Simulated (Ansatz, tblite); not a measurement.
Cost and result up the ladder for (ClAlNH)4 cubane (Al4N4Cl4H4) (16 atoms). Charge 0, multiplicity 1. Geometry: PBE-D4/def2-SVP.

```xyz
16

Al    1.634   -0.203   -0.324
Cl    3.691   -0.459   -0.733
N     0.716   -0.855    1.251
Al   -0.733   -1.503    0.141
Cl   -1.657   -3.395    0.319
N     0.184   -0.848   -1.434
Al   -0.717    0.856   -1.252
Cl   -1.619    1.935   -2.829
N     0.732    1.501   -0.141
Al   -0.184    0.849    1.435
Cl   -0.415    1.919    3.243
N    -1.632    0.203    0.324
H     1.154   -1.378    2.016
H     0.296   -1.367   -2.310
H     1.180    2.419   -0.228
H    -2.630    0.327    0.522
```

Ansatz on 4 threads of Arm Neoverse V1 on a shared host; xTB runs through tblite on one thread. Times are rough, summed over both states, and most runs start from the orbitals of an earlier one. PBE0-D4/def2-SVP serves as the yardstick here, not as an exact answer. The other state is a doublet.

The xTB rows come from tblite. HOMO above LUMO, or a gap near zero within one spin, warns that the state may not be the lowest or that an electron is smeared out.

Raw xTB energies of ions are shifted by several eV.

```csv
level,functions,wall time,vertical IE (eV),difference from PBE0-D4/def2-SVP (eV),remarks
GFN1-xTB,96,0.052 s,12.63,2.57,–
GFN2-xTB,92,0.066 s,13.53,3.47,–
PBE-D4/def2-SVP,220,28 s,9.27,-0.79,gap within one spin near zero (+1 doublet)
PBE0-D4/def2-SVP,220,65 s,10.06,0.00,–
```
